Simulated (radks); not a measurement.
Dipole-allowed excitations along the series with 48 electrons in [Kr] 4d10 5s2. All-electron calculation, scalar-relativistic Kohn-Sham, LB94 model potential, spin-polarised, spherical densities, finite nucleus; Fermi nuclear charge, rms radius of each element as measured or else 0.836 A^(1/3) + 0.57 fm. Program: a radial shooting solver on a logarithmic mesh with Libxc functionals. Time-dependent linear response with the Hartree and adiabatic LDA kernel, continuum included through the Sternheimer equations, no spin-orbit coupling, so fine structure and intercombination lines are absent. Lines are the poles of the dipole polarisability below minus the highest occupied eigenvalue, found on a grid refined at the orbital gaps; the lowest seven at most are given, and weak or close lines can be missed. The first line takes the name of the lowest orbital gap if no other gap lies below it; otherwise a line is named after a gap within 0.6 % of it, if that gap stands alone.

| species | -e(HOMO) (eV) | lowest orbital gap (eV) | first line (eV) | f | static alpha (bohr^3) | measured (eV) |
|---|---|---|---|---|---|---|
| Cd | 10.462 | 5s-5p 5.382 | 6.332 (5s-5p) | 1.41 | 34.19 | 5s-5p 5.417 |
| In+ | 20.846 | 5s-5p 7.225 | 8.678 (5s-5p) | 1.52 | 19.48 | 5s-5p 7.816 |
| Sn2+ | 32.935 | 5s-5p 8.962 | 10.783 (5s-5p) | 1.55 | 12.87 | - |

Measured values: term averages from the NIST Handbook of Basic Atomic Spectroscopic Data.
